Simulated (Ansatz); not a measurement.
All values below come from frozen-core CCSD(T)/cc-pVTZ // B3LYP-D3(BJ)/def2-TZVP (Ansatz, a quantum-chemistry and plane-wave program).

Ansatz 0.2 input:
```yaml
crystal:
  periodic: [false, false, false]
  atoms:
    - { symbol: N, position_ang: [0.654815, 0.00911, 0.230465] }
    - { symbol: C, position_ang: [-0.625698, -0.010402, -0.216379] }
    - { symbol: O, position_ang: [-1.566824, -0.457678, 0.397351] }
    - { symbol: H, position_ang: [0.867326, -0.371023, 1.138667] }
    - { symbol: H, position_ang: [1.396105, 0.395184, -0.32666] }
    - { symbol: H, position_ang: [-0.725724, 0.434808, -1.223443] }
basis:
  gaussian: { orbitals: cc-pVTZ }
correlation:
  method: ccsd_t
```

Output:

```
Functional definition: HF
771 factors; integrals over basis functions are off by at most 8.8e-4 eV
mean field evaluation 1: about -4595.7227 eV, gradient 3.9e1 eV
mean field evaluation 2: about -4595.7255 eV, gradient 3.9e1 eV
mean field evaluation 4: about -4598.7140 eV, gradient 4.0e0 eV
mean field evaluation 8: about -4598.7648 eV, gradient 4.0e-1 eV
mean field evaluation 16: about -4598.7103 eV, gradient 4.0e0 eV
mean field -4598.76639150 eV, -169.0015477317 hartree, gradient 3.8e-6 eV, S^2 0.000000; 0 other end points of the search recorded, 0 dependent functions left out
3 core orbitals not correlated
reference -4598.76639150 eV, -169.0015477317 hartree; 9, 9 occupied and 120, 120 virtual orbitals, 771 factors
second order -16.43060850 eV of doubles, -0.00000000 eV of singles
cycle   1  -16.20722477 eV  change    2.2e-1 eV  update   9.8e-2
cycle   2  -16.61824620 eV  change   -4.1e-1 eV  update   3.1e-2
cycle   3  -16.72910979 eV  change   -1.1e-1 eV  update   1.7e-2
cycle   4  -16.71675597 eV  change    1.2e-2 eV  update   4.6e-3
cycle   5  -16.71298484 eV  change    3.8e-3 eV  update   2.0e-3
cycle   6  -16.71404850 eV  change   -1.1e-3 eV  update   6.4e-4
cycle   7  -16.71375959 eV  change    2.9e-4 eV  update   2.1e-4
cycle   8  -16.71361371 eV  change    1.5e-4 eV  update   6.4e-5
cycle   9  -16.71362268 eV  change   -9.0e-6 eV  update   2.7e-5
cycle  10  -16.71362490 eV  change   -2.2e-6 eV  update   9.9e-6
perturbative correction -0.70287374 eV, -0.0258301336 hartree
Total energy: -4616.18289014 eV, -169.6415922516 hartree
```

Cost: very roughly 13 core-seconds.
